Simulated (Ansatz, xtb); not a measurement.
BCl3H4OSi: which of two isomers lies lower

Structure X is `[SiH3][OH+][B-](Cl)(Cl)Cl`, a singlet and structure Y is `Cl[BH2-][OH+][SiH](Cl)Cl`, a singlet. Both are isolated molecules in the gas phase, relaxed with PBE0-D4/def2-SVP; each stands in its lowest conformer found.

X (Å):

```json
{"atom": "B", "x (Å)": "-0.4336", "y (Å)": "1.1950", "z (Å)": "-0.6971"}
{"atom": "Cl", "x (Å)": "-2.0852", "y (Å)": "0.5098", "z (Å)": "-0.2972"}
{"atom": "Cl", "x (Å)": "0.1062", "y (Å)": "0.8224", "z (Å)": "-2.3928"}
{"atom": "Cl", "x (Å)": "-0.1745", "y (Å)": "2.9155", "z (Å)": "-0.1999"}
{"atom": "O", "x (Å)": "0.5095", "y (Å)": "0.3427", "z (Å)": "0.2609"}
{"atom": "Si", "x (Å)": "0.1933", "y (Å)": "-1.3370", "z (Å)": "0.6769"}
{"atom": "H", "x (Å)": "1.5578", "y (Å)": "-1.7692", "z (Å)": "1.0869"}
{"atom": "H", "x (Å)": "-0.2640", "y (Å)": "-2.0451", "z (Å)": "-0.5373"}
{"atom": "H", "x (Å)": "-0.7424", "y (Å)": "-1.3715", "z (Å)": "1.8205"}
{"atom": "H", "x (Å)": "1.4159", "y (Å)": "0.6861", "z (Å)": "0.2820"}
```

Y (Å):

```xyz
10

B     2.6148   -0.8883   -0.3399
Cl    3.1658   -2.5921    0.0642
Cl    0.0709   -2.4851   -3.5824
Cl    1.5772    0.5052   -3.7573
O     1.2640   -1.1207   -1.2454
Si    1.6240   -1.3365   -2.9108
H     2.2547   -0.2423    0.6151
H     3.3398   -0.3293   -1.1450
H     0.6432   -1.7426   -0.8336
H     2.9112   -2.0162   -3.0966
```

Task: Estimate E(Y) − E(X) at the level CCSD(T)/def2-SVP + ΔMP2/def2-TZVPP.

Result: Calculated at CCSD(T)/def2-SVP + ΔMP2/def2-TZVPP: E(Y) − E(X) = −11.0 kcal/mol, so structure Y lies lower.

Level by level:

```json
{"level": "PBE0-D4/def2-SVP", "geometry": "PBE0-D4/def2-SVP", "E(Y) − E(X) (kcal/mol)": "−2.5", "departure from the last row (kcal/mol)": "+8.5", "job, with rough time for the two": "optimisation, 5.3 min"}
{"level": "HF/def2-SVP", "geometry": "PBE0-D4/def2-SVP", "E(Y) − E(X) (kcal/mol)": "−4.5", "departure from the last row (kcal/mol)": "+6.5", "job, with rough time for the two": "part of the CCSD(T) run"}
{"level": "MP2/def2-SVP", "geometry": "PBE0-D4/def2-SVP", "E(Y) − E(X) (kcal/mol)": "−1.6", "departure from the last row (kcal/mol)": "+9.4", "job, with rough time for the two": "part of the CCSD(T) run"}
{"level": "CCSD(T)/def2-SVP", "geometry": "PBE0-D4/def2-SVP", "E(Y) − E(X) (kcal/mol)": "−1.9", "departure from the last row (kcal/mol)": "+9.1", "job, with rough time for the two": "single point"}
{"level": "CCSD(T)/def2-SVP + ΔMP2/def2-TZVPP", "geometry": "PBE0-D4/def2-SVP", "E(Y) − E(X) (kcal/mol)": "−11.0", "departure from the last row (kcal/mol)": "", "job, with rough time for the two": "single point, 89 s"}
```

As drawn, Y has 2 Cl–Si, 2 B–H in place of 2 B–Cl, 2 Si–H.

The levels shown agree on the order. The largest departure from CCSD(T)/def2-SVP + ΔMP2/def2-TZVPP is that of MP2/def2-SVP, 9.4 kcal/mol. Levels run at GFN2-xTB geometries aren't shown. The last row adds to CCSD(T) the change of the MP2 difference between the two basis sets, here −9.1 kcal/mol, a large step that makes the value less sure.

With thermal terms from frequencies at re-optimised GFN2-xTB minima (ideal gas, soft modes damped towards free rotors, one conformer each, 298.15 K, 1 atm): the zero-point term adds +1.8 kcal/mol; ΔH is −9.2 and ΔG −10.1 kcal/mol.

The correlated steps freeze 22 core orbitals. Programs: Ansatz 0.2.0, xtb 6.7.1; the last row on 2 threads of Intel(R) Xeon(R) Platinum 8175M CPU @ 2.50GHz (Skylake/Cascade Lake) on a shared host.
